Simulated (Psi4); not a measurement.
F3OTa, charge -1, doublet, at a GFN2-xTB geometry (such geometries of metal compounds can be far from the true shape) (the multiplicity is a formal guess) (core potentials on Ta) (a gas-phase anion, which may not be bound at this level); PBE/def2-SV(P) run with Psi4.

Input for Psi4:
```
memory 2 GB

molecule mol {
-1 2
Ta    0.079342    0.056098   -0.013634
O     1.352121    0.835253   -0.879220
F     0.951084   -1.481904    0.778636
F    -1.569071   -1.181176   -0.114988
F    -1.227454    1.465617    0.228467
}

set {
  basis def2-sv(p)
  reference uks
  scf_type mem_df
}

energy('pbe')
print_variables()
```

The log (banner, timings and long lists left out):

```
   => Loading Basis Set <=

    Name: DEF2-SV(P)
    Role: ORBITAL
    Keyword: BASIS

    !!!  WARNING: ECP capability is in beta. Please check occupations closely.  !!!

         ---------------------------------------------------------
                                   SCF
               by Justin Turney, Rob Parrish, Andy Simmonett
                          and Daniel G. A. Smith
                              UKS Reference
         ---------------------------------------------------------

  ==> Geometry <==

    Molecular point group: c1
    Full point group: C1

    Geometry (in Angstrom), charge = -1, multiplicity = 2:

       Center              X                  Y                   Z               Mass
    ------------   -----------------  -----------------  -----------------  -----------------
         TA           0.075705666462     0.053102245590    -0.015282695482   180.947995800000
         O            1.348484666462     0.832257245590    -0.880868695482    15.994914619570
         F            0.947447666462    -1.484899754410     0.776987304518    18.998403162730
         F           -1.572707333538    -1.184171754410    -0.116636695482    18.998403162730
         F           -1.231090333538     1.462621245590     0.226818304518    18.998403162730

  Running in c1 symmetry.

  Rotational constants: A =      0.12181  B =      0.11323  C =      0.06730 [cm^-1]
  Rotational constants: A =   3651.70472  B =   3394.62243  C =   2017.54262 [MHz]
  Nuclear repulsion =  206.223889638806156

  Charge       = -1
  Multiplicity = 2
  Electrons    = 49
  Nalpha       = 25
  Nbeta        = 24

  ==> Algorithm <==

  SCF Algorithm Type is MEM_DF.
  DIIS enabled.
  MOM disabled.
  Fractional occupation disabled.
  Guess Type is SAD.
  Energy threshold   = 1.00e-06
  Density threshold  = 1.00e-06
  Integral threshold = 1.00e-12

  ==> Primary Basis <==

  Basis Set: DEF2-SV(P)
    Blend: DEF2-SV(P)
    Number of shells: 35
    Number of basis functions: 81
    Number of Cartesian functions: 87
    Spherical Harmonics?: true
    Max angular momentum: 2

  Core potential: DEF2-SV(P)
    Number of shells: 4
    Number of ECP primitives: 10
    Number of ECP core electrons: 60
    Max angular momentum: 3

  ==> DFT Potential <==

   => LibXC <=

    Version 7.1.2
    S. Lehtola, C. Steigemann, M. J. T. Oliveira, and M. A. L. Marques,  SoftwareX 7, 1–5 (2018) (10.1016/j.softx.2017.11.002)

   => Composite Functional: PBE <=

    PBE GGA Exchange-Correlation Functional

    J.P. Perdew et. al., Phys. Rev. Lett., 77(18), 3865-3868, 1996

    Deriv               =              1
    GGA                 =           TRUE
    Meta                =          FALSE

    Exchange Hybrid     =          FALSE
    MP2 Hybrid          =          FALSE

   => Exchange Functionals <=

    1.0000     XC_GGA_X_PBE

   => Correlation Functionals <=

    1.0000     XC_GGA_C_PBE

   => LibXC Density Thresholds  <==

    XC_GGA_C_PBE:  1.00E-12
    XC_GGA_X_PBE:  1.00E-15

   => Molecular Quadrature <=

    Radial Scheme          =       TREUTLER
    Pruning Scheme         =           NONE
    Nuclear Scheme         =       TREUTLER

    Blocking Scheme        =         OCTREE
    BS radius alpha        =              1
    Pruning alpha          =              1
    Radial Points          =             75
    Spherical Points       =            302
    Total Points           =         109530
    Total Blocks           =            873
    Max Points             =            256
    Max Functions          =             78
    Weights Tolerance      =       1.00E-15

   => Loading Basis Set <=

    Name: (DEF2-SV(P) AUX)
    Role: JKFIT
    Keyword: DF_BASIS_SCF

  ==> Integral Setup <==

  SCF_SUBTYPE=INCORE selected. In-core MEM_DF algorithm will be used.
  Using in-core AOs.

  ==> MemDFJK: Density-Fitted J/K Matrices <==

    J tasked:                   Yes
    K tasked:                    No
    wK tasked:                   No
    Algorithm:                 Core
    Schwarz Cutoff:           1E-12
    Mask sparsity (%):       4.8773
    Fitting Condition:        1E-10

   => Auxiliary Basis Set <=

  Basis Set: (DEF2-SV(P) AUX)
    Blend: DEF2-UNIVERSAL-JKFIT
    Number of shells: 145
    Number of basis functions: 535
    Number of Cartesian functions: 713
    Spherical Harmonics?: true
    Max angular momentum: 6

  Minimum eigenvalue in the overlap matrix is 1.4422375883E-02.
  Reciprocal condition number of the overlap matrix is 3.7753469692E-03.
    Using symmetric orthogonalization.

  ==> Pre-Iterations <==

  SCF Guess: Superposition of Atomic Densities via on-the-fly atomic UHF (no occupation information).

   -------------------------
    Irrep   Nso     Nmo
   -------------------------
     A         81      81
   -------------------------
    Total      81      81
   -------------------------

  ==> Iterations <==

                           Total Energy        Delta E     RMS |[F,P]|

   @DF-UKS iter SAD:  -430.32420002909214   -4.30324e+02   0.00000e+00
   @DF-UKS iter   1:  -430.80406217690717   -4.79862e-01   1.56974e-02 ADIIS/DIIS
   @DF-UKS iter   2:  -421.45889986090526    9.34516e+00   4.68928e-02 ADIIS/DIIS
   @DF-UKS iter   3:  -431.23780036381385   -9.77890e+00   9.35271e-03 ADIIS/DIIS
   @DF-UKS iter   4:  -431.18660735737672    5.11930e-02   1.00214e-02 ADIIS/DIIS
   @DF-UKS iter   5:  -431.43383170049992   -2.47224e-01   1.60196e-03 ADIIS/DIIS
   @DF-UKS iter   6:  -431.43455739841511   -7.25698e-04   1.66144e-03 ADIIS/DIIS
   @DF-UKS iter   7:  -431.44028062712488   -5.72323e-03   7.99077e-04 ADIIS/DIIS
   @DF-UKS iter   8:  -431.44195837919852   -1.67775e-03   6.22527e-05 DIIS
   @DF-UKS iter   9:  -431.44196777657328   -9.39737e-06   1.88246e-05 DIIS
   @DF-UKS iter  10:  -431.44196830410147   -5.27528e-07   1.32773e-05 DIIS
   @DF-UKS iter  11:  -431.44196872914364   -4.25042e-07   2.30432e-06 DIIS
   @DF-UKS iter  12:  -431.44196874606058   -1.69169e-08   2.96850e-07 DIIS
  Energy and wave function converged.

  ==> Post-Iterations <==

   Electrons on quadrature grid:
      Nalpha   =   24.9999846191 ; deviation = -1.538e-05
      Nbeta    =   23.9999859591 ; deviation = -1.404e-05
      Ntotal   =   48.9999705783 ; deviation = -2.942e-05

   @Spin Contamination Metric:   2.360108515E-03
   @S^2 Expected:                7.500000000E-01
   @S^2 Observed:                7.523601085E-01
   @S   Expected:                5.000000000E-01
   @S   Observed:                5.000000000E-01

    Orbital Energies [Eh]
    ---------------------

    Alpha Occupied:

[...]
      25A      0.016089

    Alpha Virtual:

[...]
    Beta Occupied:

[...]
    Beta Virtual:

[...]
    Final Occupation by Irrep:
              A
    DOCC [    24 ]
    SOCC [     1 ]
    NA   [    25 ]
    NB   [    24 ]

  @DF-UKS Final Energy:  -431.44196874606058

   => Energetics <=

    Nuclear Repulsion Energy =            206.2238896388061562
    One-Electron Energy =               -1038.9804789457607512
    Two-Electron Energy =                 447.9489099993585910
    DFT Exchange-Correlation Energy =     -46.6342894384646343
    Empirical Dispersion Energy =           0.0000000000000000
    VV10 Nonlocal Energy =                  0.0000000000000000
    Total Energy =                       -431.4419687460605815

  UHF NO Occupations:
  HONO-2 :   23  A 1.9997597
  HONO-1 :   24  A 1.9994571
  HONO-0 :   25  A 1.0000000
  LUNO+0 :   26  A 0.0005429
  LUNO+1 :   27  A 0.0002403
  LUNO+2 :   28  A 0.0002057
  LUNO+3 :   29  A 0.0000794

Computation Completed

Properties will be evaluated at   0.000000,   0.000000,   0.000000 [a0]

Properties computed using the SCF density matrix

 Multipole Moments:

 ------------------------------------------------------------------------------------
     Multipole            Electronic (a.u.)      Nuclear  (a.u.)        Total (a.u.)
 ------------------------------------------------------------------------------------

 L = 1.  Multiply by 2.5417464519 to convert [e a0] to [Debye]
 Dipole X            :          9.4216399           -9.3259855            0.0956543
 Dipole Y            :          6.7307366           -6.6323060            0.0984306
 Dipole Z            :         -1.2478295            1.3963104            0.1484808
 Magnitude           :                                                    0.2022001

 ------------------------------------------------------------------------------------

  Variable Map:
  ----------------------------------------------------------------------------
[...]
  Array Variable Map:
  ----------------------------------------------------------------------------
[...]
[...]
```
